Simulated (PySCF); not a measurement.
A calculated (LDA, PySCF 2.14, def2-QZVPPD, no relativity, point nucleus) atom or ion has these occupied shells.

| shell | electrons | orbital energy (eV) | rms radius, mean of both spins (bohr) |
| --- | --- | --- | --- |
| 1s α | 1 | -2390.4 | 0.113 |
| 1s β | 1 | -2390.0 | 0.113 |
| 2s α | 1 | -211.04 | 0.527 |
| 2s β | 1 | -210.57 | 0.527 |
| 2p α | 3 | -158.02 | 0.496 |
| 2p β | 3 | -157.50 | 0.496 |
| 3s α | 1 | -18.723 | 1.80 |
| 3p α | 3 | -8.394 | 2.24 |
| 3p β | 2 | -6.680 | 2.24 |

(1) Name the element and its charge.

## Answers

(1) S (sulfur, neutral), in [Ne] 3s1 3p5, high-spin 3P determinant (an excited configuration).
